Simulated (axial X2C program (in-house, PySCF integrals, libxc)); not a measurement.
Photoelectron levels of SnO by EOM-IP-CCSD

Computed with an axial X2C code built on PySCF integrals: two-component X2C with atomic mean-field Coulomb and Gaunt terms, Gaussian nuclei, basis Sn dyall-cv3z, O dyall-av3z with contracted cores.

R = 1.821 Å (near the PBE0 minimum at charge 0 of the determinant lowest at the starting distance; the state shown can have its own minimum elsewhere).

Vertical ionisation energies of SnO to the states of SnO⁺:

| Ω of SnO⁺ | vertical IE (eV) | above lowest (cm⁻¹) | ionised spinor | one-hole weight |
| --- | --- | --- | --- | --- |
| 1/2 | 9.875 | 0 | 40% O pσ, 24% O pπ, 18% Sn pσ | 0.93 |
| 3/2 | 9.919 | 351 | 83% O pπ, 10% Sn pπ | 0.91 |
| 1/2 | 9.975 | 801 | 51% O pπ, 20% O pσ, 10% Sn pσ | 0.92 |
| 1/2 | 14.389 | 36409 | 54% Sn sσ, 31% O pσ, 7% Sn pσ | 0.90 |

**Question.** What is the splitting of the first π pair in the table, and is it regular or inverted?

**Answer.** E(3/2) − E(1/2) = 351 − 801 = -450 cm⁻¹ at EOM-IP-CCSD: inverted, Ω = 3/2 lower. Splittings at this level can be off by ten to twenty per cent.

This point took 42 s on 1 thread of Intel(R) Xeon(R) Processor @ 2.30GHz, on a shared host.

Reference electrons by ω block (each with its −ω partner): 1/2: 19, 3/2: 8, 5/2: 2. 20 electrons of SnO correlated (inner shells frozen), 94 natural virtual spinors (a truncated set); levels can be off by some tenths of an eV. Roots sought by Ω: (1/2: 4, 3/2: 3, 5/2: 1); rows need 60 % one-particle weight and stop where some Ω has no more roots. Missing are any skipped roots, higher Ω and states of a further excitation; these come out far too high here and may in truth be low or lowest. T1 of the reference 0.028 (Lee–Taylor). Number of frozen shells: Sn 4 s, 3 p, 1 d; O 1 s. Large amplitudes in the reference (orbital relaxation or multireference character) lower the reliability.
